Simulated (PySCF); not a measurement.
SMILES [SeH][Se]I (HISe2), CAM-B3LYP/def2-SVP optimised geometry.

```
4

Se    -0.82    -1.24     0.00
I     -1.49     1.24     0.00
Se     1.49    -1.24     0.00
H      1.67    -1.17     1.46
```

Density from CAM-B3LYP/def2-TZVP, def2 effective core potentials past Kr in PySCF at that geometry. The core electrons that the potentials of I replace are not part of the density.

Minimum of the electron density along straight lines between bonded atoms, close to the bond critical point (lines longer than 1.1 times the sum of covalent radii, or with two minima, are not listed):

```json
[
 {"bond": "Se1–I2", "length / Å": "2.560", "ρ at the minimum / e bohr⁻³": "0.082", "∇²ρ there / e bohr⁻⁵": "0.00", "position (fraction from the first atom)": "0.48"},
 {"bond": "Se1–Se3", "length / Å": "2.308", "ρ at the minimum / e bohr⁻³": "0.110", "∇²ρ there / e bohr⁻⁵": "-0.05", "position (fraction from the first atom)": "0.50"},
 {"bond": "Se3–H4", "length / Å": "1.474", "ρ at the minimum / e bohr⁻³": "0.177", "∇²ρ there / e bohr⁻⁵": "-0.34", "position (fraction from the first atom)": "0.63"}
]
```
